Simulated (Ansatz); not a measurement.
Relaxation of BClH₅NO (9 atoms, charge 0, multiplicity 1), to a largest force component of 0.03 eV/Å in at most 50 steps.

Method: Ansatz, RHF/def2-SVP.

```xyz
9
Properties=species:S:1:pos:R:3:forces:R:3
B -0.009 -0.141 -0.020 -0.05 -0.65 0.43
O -0.012 -0.489 1.325 -0.02 0.20 -0.54
H -0.880 -0.580 1.685 0.02 -0.02 -0.03
N 1.205 -0.146 -0.706 0.01 0.06 0.01
H 2.074 -0.344 -0.254 0.00 0.01 -0.02
H 1.289 0.170 -1.648 0.01 -0.04 0.00
H -1.039 0.087 -0.593 0.01 0.05 0.00
Cl 0.129 2.705 1.135 0.32 -0.80 0.96
H 0.397 1.621 1.840 -0.29 1.20 -0.81
```

**Question.** Where does it end, and by what steps?

**Answer.** It converged. After 20 steps the energy has fallen by 0.277 eV; H7 moved furthest, 1.55 Å.

| step | energy less start (eV) | largest force component (eV/Å) | accepted |
| --- | --- | --- | --- |
| 0 | 0.0000 | 1.196 | yes |
| 1 | -0.0851 | 0.964 | yes |
| 2 | -0.0967 | 1.594 | yes |
| 3 | -0.1714 | 0.442 | yes |
| 4 | -0.1868 | 0.568 | yes |
| 5 | -0.1982 | 0.296 | yes |
| 6 | -0.1985 | 0.452 | yes |
| 7 | -0.2153 | 0.244 | yes |
| 8 | -0.2284 | 0.111 | yes |
| 9 | -0.2209 | 0.764 | no |
| 10 | -0.2367 | 0.077 | yes |
| 11 | -0.2426 | 0.219 | yes |
| 12 | -0.2475 | 0.366 | yes |
| 13 | -0.2456 | 0.657 | no |
| 14 | -0.2600 | 0.119 | yes |
| 15 | -0.2661 | 0.145 | yes |
| 16 | -0.2716 | 0.183 | yes |
| 17 | -0.2723 | 0.236 | yes |
| 18 | -0.2764 | 0.092 | yes |
| 19 | -0.2773 | 0.039 | yes |
| 20 | -0.2774 | 0.013 | yes |

```xyz
9
Properties=species:S:1:pos:R:3
B -0.071 -0.469 -0.138
O -0.539 0.096 1.022
H -1.310 -0.318 1.372
N 1.067 0.061 -0.744
H 1.566 0.844 -0.373
H 1.450 -0.312 -1.586
H -0.642 -1.411 -0.622
Cl 1.224 2.681 2.020
H 0.409 1.713 1.814
```

Whether the end is a true minimum wasn't checked by a vibrational analysis.

The run took 35 s on 1 thread of Arm Neoverse V2 (shared host), peak memory 0.14 GiB.
